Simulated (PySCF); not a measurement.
Ga(H)(F)(OH) (FGaH2O), SMILES [OH][GaH][F].

Geometry: B3LYP-D3(BJ)/def2-TZVP. Other conformers were not sampled.

These are TDA-PBE0/def2-SVPD run with PySCF 2.14.0 values and carry that method's errors.

Vertical excitations. Isolated molecule, no solvent. State labels are in the subgroup Cs.

List the lowest excited states. (The exact figures need the calculation; the answer reports its results.)


| state | symmetry | energy (eV) | λ (nm) | f | main pairs |
|---|---|---|---|---|---|
| S1 | A" | 7.07 | 175 | 0.032 | HOMO→LUMO+1 97 % |
| S2 | A' | 7.15 | 173 | 0.003 | HOMO→LUMO 70 %, HOMO−1→LUMO+1 27 % |
| S3 | A" | 7.17 | 173 | 0.005 | HOMO−1→LUMO 99 % |
| S4 | A" | 7.99 | 155 | 0.063 | HOMO−2→LUMO 95 % |
| S5 | A' | 8.14 | 152 | 0.226 | HOMO−1→LUMO+1 63 %, HOMO→LUMO 23 % |
| S6 | A' | 8.53 | 145 | 0.091 | HOMO−2→LUMO+1 64 %, HOMO−3→LUMO 15 %, HOMO−4→LUMO+1 13 % |
| S7 | A" | 8.66 | 143 | 0.029 | HOMO→LUMO+2 68 %, HOMO−3→LUMO+1 16 % |
| S8 | A" | 8.74 | 142 | 0.013 | HOMO−4→LUMO 71 %, HOMO→LUMO+2 18 % |
| S9 | A" | 8.83 | 140 | 0.067 | HOMO−3→LUMO+1 70 %, HOMO−4→LUMO 17 % |
| S10 | A' | 8.84 | 140 | 0.021 | HOMO−3→LUMO 65 %, HOMO−4→LUMO+1 24 % |
| T1 | A' | 6.36 | 195 | 0 | HOMO→LUMO 96 % |
| T2 | A" | 6.56 | 189 | 0 | HOMO→LUMO+1 90 % |
| T3 | A" | 6.84 | 181 | 0 | HOMO−1→LUMO 81 % |
| T4 | A' | 6.86 | 181 | 0 | HOMO−1→LUMO+1 88 % |
Triplets are in the Tamm–Dancoff approximation.
